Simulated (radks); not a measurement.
Question: Ge XV, 18 electrons, occupied as [Ar]. Method: scalar-relativistic Kohn-Sham, r2SCAN, spin-polarised, spherical densities, finite nucleus; meta-GGA in the generalised Kohn-Sham scheme; Fermi nuclear charge, rms radius 4.0742 fm; computed with a radial shooting solver on a logarithmic mesh with Libxc functionals. Some entries of the table are withheld. Estimate them.

| orbital | occ. | eigenvalue (hartree) | r(max) (bohr) | <r> (bohr) |
|---|---|---|---|---|
| 1s | 2 | -421.0336 | 0.03074 | 0.04703 |
| 2s | 2 | (1) | (2) | 0.2086 |
| 2p | 6 | -61.67777 | (3) | 0.1826 |
| 3s | 2 | -20.91314 | 0.5090 | (4) |
| 3p | 6 | (5) | 0.4996 | 0.5505 |

Answer: 
(1) 2s eigenvalue (hartree): -68.11040
(2) 2s r(max) (bohr): 0.1756
(3) 2p r(max) (bohr): 0.1412
(4) 3s <r> (bohr): 0.5542
(5) 3p eigenvalue (hartree): -18.83520
